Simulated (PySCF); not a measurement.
Species: MeSiCl2SBu, C5H12Cl2SSi.
Structure used (PBE0-D3(BJ)/def2-SVP), in Å, numbered top down from 1:
```xyz
21
C5H12Cl2SSi angstrom
C     -3.142   -0.756    0.279
C     -2.185    0.416    0.441
C     -0.997    0.405   -0.519
C     -0.063   -0.773   -0.303
S      1.336   -0.850   -1.488
Si     2.718    0.502   -0.617
C      3.095    0.188    1.173
Cl     2.117    2.482   -0.777
Cl     4.428    0.268   -1.740
H     -3.532   -0.811   -0.750
H     -4.004   -0.663    0.956
H     -2.661   -1.722    0.500
H     -1.812    0.452    1.480
H     -2.737    1.358    0.291
H     -0.429    1.342   -0.410
H     -1.355    0.388   -1.563
H      0.326   -0.798    0.727
H     -0.582   -1.730   -0.463
H      3.448   -0.845    1.309
H      3.881    0.883    1.505
H      2.206    0.353    1.801
```

The closed-shell ground state was solved at several levels (PySCF, density fitting, gas phase, non-relativistic).

| level | basis functions | total energy (Eh) | HOMO (eV) | LUMO (eV) | gap (eV) | dipole (D) |
| --- | --- | --- | --- | --- | --- | --- |
| mPW1PW91/pcSseg-1 | 241 | -1805.9354 | -7.41 | -0.06 | 7.35 | 3.68 |
| PBE0/pcSseg-1 | 241 | -1805.0989 | -7.38 | -0.06 | 7.32 | 3.67 |

Question: What might wB97X-D/def2-SVPD (301 basis functions) give for the same quantities?

Answer: Total energy -1805.3094 Eh, HOMO -9.14 eV, LUMO 1.47 eV, gap 10.61 eV, dipole 3.48 D.

Question: Over all these levels, which gives the widest orbital gap and which the narrowest?

Answer: wB97X-D/def2-SVPD (range-separated hybrid) has the widest, 10.61 eV, and PBE0/pcSseg-1 (global hybrid, 25 % exact exchange) the narrowest, 7.32 eV. Functional and basis both differ between the two, so the spread mixes both effects.

Question: How far do the dipole and the HOMO energy spread over the levels?

Answer: The dipole runs from 3.48 to 3.68 D (mean 3.61 D) and the HOMO from -9.14 to -7.38 eV.

One conformer stands for the species.

The pairwise dispersion term of wB97X-D wasn't added to the energies; at a given geometry it leaves orbitals and properties as they are.
